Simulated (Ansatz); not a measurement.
**Match the barriers**

Saddle point of CH7FGe, singlet (CH₆Ge ([CH3][GeH3]) + HF → GeH₃F ([F][GeH3]) + CH₄; bonds formed: Ge1–F7, C2–H6; bonds broken: Ge1–C2, H6–F7), PBE0-D4/def2-TZVP structure:

Ge1  (-0.815, 0.763, -0.204)
C2  (0.933, -0.696, -0.109)
H3  (-0.235, 1.034, -1.622)
H4  (-0.671, 2.069, 0.578)
H5  (-2.206, 0.164, -0.412)
H6  (0.090, -0.524, 0.863)
F7  (-0.822, -0.196, 1.652)
H8  (0.652, -1.246, -1.005)
H9  (1.694, 0.050, -0.331)
H10  (1.380, -1.418, 0.589)
(Å)

Ansatz 0.2.0; basis: def2-TZVPP, with def2-QZVPP for the basis limit; cores frozen in the correlated methods. Filled d shells of the heavier atoms are correlated. The def2 sets are not built for correlating such inner shells, so the correlated values are less sure here. B3LYP uses VWN-RPA correlation. Extrapolation: Hartree–Fock as exp(−7.88 √X), correlation as X^−2.97. Four methods, as single points on the PBE0-D4 structures, gave these electronic barriers from the start structure: 1.363, 1.852, 1.947, 2.483 eV.

The methods were, in alphabetical order, B3LYP-D4, HF, MP2, SPW92. Which gave which? (Judge from chemistry; the calculation decides.)

The calculation gives: SPW92 1.363; B3LYP-D4 1.852; MP2 1.947; HF 2.483 eV. For comparison, CCSD(T) at an estimated basis limit (MP2 extrapolated from triple and quadruple zeta, plus CCSD(T) − MP2 in triple zeta) gives 2.007 eV.

T1 diagnostic: at most 0.013.

Labels in which every atom is bracketed show which atoms are joined, not bond orders.

For scale, one of the runs: CCSD(T)/def2-TZVPP, 208 basis functions, launched by `ansatz run in.yaml --threads 4 --pin off --events-out ev --progress --plain --max-ram 9574MiB`. Hardware: 4 CPU threads of an Arm Neoverse V2, shared host. Wall time 57 s; peak host memory 2.9 GiB.
